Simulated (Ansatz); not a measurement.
Steps of a relaxation of `C=C[Si](O)(Cl)Cl` with RKS PBE0-D4/def2-TZVP.

```sh
$ ansatz run in.yaml --threads 2 --pin off --events-out ev --progress --plain --max-ram 32768MiB --backend cuda --devices 0, --max-vram 18GiB
```

```yaml
crystal:
  periodic: [false, false, false]
  atoms:
    - {symbol: C, position_ang: [0.159916, -1.139762, 1.370914]}
    - {symbol: C, position_ang: [-0.542600, -0.091644, 0.896383]}
    - {symbol: Si, position_ang: [-0.154706, 0.688352, -0.734878]}
    - {symbol: O, position_ang: [1.131327, -0.136120, -1.390814]}
    - {symbol: Cl, position_ang: [-1.799594, 0.613923, -2.004719]}
    - {symbol: Cl, position_ang: [0.303063, 2.703430, -0.503941]}
    - {symbol: H, position_ang: [-0.073808, -1.603587, 2.344736]}
    - {symbol: H, position_ang: [0.998122, -1.574684, 0.801253]}
    - {symbol: H, position_ang: [-1.377501, 0.324583, 1.487914]}
    - {symbol: H, position_ang: [1.438981, 0.164210, -2.263947]}
basis:
  gaussian: {orbitals: def2-TZVP}
hamiltonian: {xc: pbe0, dispersion: d4}
relax: {f_tol: 0.005, max_steps: 150}
```

Positions (Å) and forces (eV/Å) along the path, 8 of 8 steps:

```xyz
10
step=1 energy=-37099.7938 eV
C     0.160   -1.140    1.371   -0.232    0.365   -0.182
C    -0.543   -0.092    0.896    0.189   -0.442    0.350
Si   -0.155    0.688   -0.735    0.466   -0.243   -0.315
O     1.131   -0.136   -1.391   -0.663    0.806   -0.209
Cl   -1.800    0.614   -2.005    0.493    0.036    0.349
Cl    0.303    2.703   -0.504   -0.130   -0.584   -0.096
H    -0.074   -1.604    2.345    0.116    0.265   -0.530
H     0.998   -1.575    0.801   -0.463    0.242    0.310
H    -1.378    0.325    1.488    0.446   -0.239   -0.293
H     1.439    0.164   -2.264   -0.221   -0.206    0.616
10
step=2 energy=-37099.8598 eV
C     0.156   -1.132    1.365   -0.029    0.039   -0.014
C    -0.539   -0.096    0.896    0.026   -0.032    0.012
Si   -0.152    0.679   -0.727    0.424   -0.302   -0.176
O     1.122   -0.127   -1.390   -0.444    0.375    0.094
Cl   -1.765    0.616   -1.987   -0.002   -0.032    0.017
Cl    0.298    2.666   -0.514    0.015   -0.015    0.029
H    -0.076   -1.588    2.329    0.039    0.059   -0.139
H     0.983   -1.563    0.803   -0.114    0.051    0.091
H    -1.363    0.315    1.482    0.119   -0.063   -0.078
H     1.420    0.178   -2.254   -0.035   -0.079    0.165
10
step=3 energy=-37099.8678 eV
C     0.156   -1.126    1.356    0.001   -0.010    0.012
C    -0.536   -0.092    0.888   -0.013    0.043   -0.043
Si   -0.151    0.680   -0.730    0.112   -0.145    0.051
O     1.110   -0.124   -1.379   -0.124    0.124    0.000
Cl   -1.768    0.596   -1.981   -0.016    0.031   -0.017
Cl    0.309    2.661   -0.499   -0.018    0.031   -0.021
H    -0.076   -1.581    2.314   -0.001   -0.013    0.025
H     0.981   -1.556    0.799    0.019   -0.018   -0.009
H    -1.356    0.316    1.473   -0.021    0.000    0.023
H     1.414    0.174   -2.238    0.060   -0.044   -0.022
10
step=4 energy=-37099.8690 eV
C     0.156   -1.128    1.360   -0.004    0.001    0.003
C    -0.535   -0.094    0.889   -0.003    0.015   -0.020
Si   -0.149    0.677   -0.729    0.013   -0.040    0.031
O     1.110   -0.121   -1.382   -0.046    0.066   -0.029
Cl   -1.767    0.605   -1.983   -0.012    0.000   -0.005
Cl    0.303    2.663   -0.506    0.000    0.010    0.005
H    -0.075   -1.580    2.319   -0.004   -0.008    0.008
H     0.979   -1.562    0.802    0.013   -0.005    0.000
H    -1.355    0.314    1.473   -0.004    0.004    0.011
H     1.416    0.175   -2.241    0.046   -0.042   -0.004
10
step=5 energy=-37099.8694 eV
C     0.155   -1.129    1.360   -0.001    0.005    0.001
C    -0.534   -0.094    0.889    0.010   -0.002    0.001
Si   -0.148    0.676   -0.729   -0.019    0.016    0.016
O     1.109   -0.119   -1.384   -0.013    0.035   -0.034
Cl   -1.769    0.607   -1.982    0.001   -0.008    0.008
Cl    0.300    2.663   -0.506    0.003   -0.003    0.006
H    -0.079   -1.583    2.319    0.003    0.004    0.003
H     0.983   -1.561    0.807   -0.006   -0.007   -0.004
H    -1.353    0.316    1.474   -0.007   -0.005   -0.006
H     1.419    0.173   -2.244    0.029   -0.034    0.008
10
step=6 energy=-37099.8693 eV rejected
C     0.157   -1.131    1.364   -0.005    0.010   -0.017
C    -0.528   -0.097    0.886   -0.023    0.040   -0.022
Si   -0.151    0.680   -0.732    0.072   -0.071    0.023
O     1.106   -0.115   -1.388   -0.035    0.031    0.002
Cl   -1.773    0.609   -1.979   -0.018   -0.002   -0.002
Cl    0.297    2.665   -0.503    0.001    0.024    0.005
H    -0.085   -1.583    2.321    0.006    0.004    0.017
H     0.986   -1.568    0.816   -0.004   -0.004   -0.014
H    -1.349    0.318    1.465   -0.020   -0.021    0.030
H     1.423    0.171   -2.246    0.026   -0.011   -0.022
10
step=7 energy=-37099.8697 eV
C     0.156   -1.129    1.361    0.001    0.000   -0.002
C    -0.533   -0.094    0.888    0.000   -0.004    0.001
Si   -0.148    0.678   -0.729   -0.011    0.012    0.001
O     1.108   -0.117   -1.387   -0.003    0.016   -0.015
Cl   -1.771    0.607   -1.980   -0.002   -0.005    0.006
Cl    0.299    2.664   -0.504    0.001   -0.002    0.005
H    -0.080   -1.582    2.319    0.001    0.003    0.001
H     0.982   -1.563    0.807   -0.003   -0.001   -0.002
H    -1.354    0.315    1.472   -0.001   -0.001   -0.003
H     1.424    0.170   -2.245    0.016   -0.018    0.005
10
step=8 energy=-37099.8699 eV
C     0.156   -1.128    1.360   -0.001   -0.001    0.003
C    -0.533   -0.094    0.887    0.005   -0.002   -0.004
Si   -0.149    0.679   -0.730   -0.001    0.000    0.001
O     1.107   -0.115   -1.387   -0.002    0.002   -0.001
Cl   -1.774    0.607   -1.976   -0.001    0.000   -0.003
Cl    0.297    2.665   -0.501    0.002    0.001   -0.001
H    -0.078   -1.580    2.319    0.000    0.000    0.000
H     0.981   -1.564    0.806   -0.001    0.001   -0.001
H    -1.354    0.315    1.471   -0.001    0.000    0.002
H     1.431    0.164   -2.245   -0.001   -0.001    0.003
```

Hardware: 2 threads of an AMD EPYC 7R13 on a shared host and a share of an NVIDIA H100 80 GB. Wall time 25 s, peak host memory 0.84 GiB.
